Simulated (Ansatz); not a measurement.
System: sum formula NHTeI (charge 0, doublet). It need not be the lowest isomer of its formula. SMILES: [NH][Te]I
Structure (B3LYP-D3(BJ)/def2-TZVP (Ansatz, a program for electronic structure) minimum search):
```xyz
4

Te    -0.0361    -0.9842     0.7850
I      0.1966     1.3020    -0.7154
N     -1.0327    -2.2732    -0.2479
H     -1.3105    -1.9154    -1.1648
```
Charge 0, spin multiplicity 2.

Parts of the frozen-core correlation energy in def2-TZVPP (Ansatz, hartree). Frozen orbitals: 19; correlated occupied orbitals by spin: 10 and 9; virtual: 116 and 117. UHF or UKS for open shells. No spin-orbit coupling. Past Kr the def2 sets carry scalar-relativistic core potentials.

| term | value |
|---|---|
| reference (HF) | -618.69484 |
| MP2 opposite-spin | -0.33389 |
| MP2 same-spin | [?] |
| CCSD correlation | [?] |
| (T) | [?] |
| T1 diagnostic | 0.043 |
| largest doubles amplitude | 0.088 |
| <S^2> of the reference | 0.783 |

### Question
Complete the blanks.

### Answer

- MP2 same-spin, value: -0.11037
- CCSD correlation, value: -0.48526
- (T), value: -0.02397
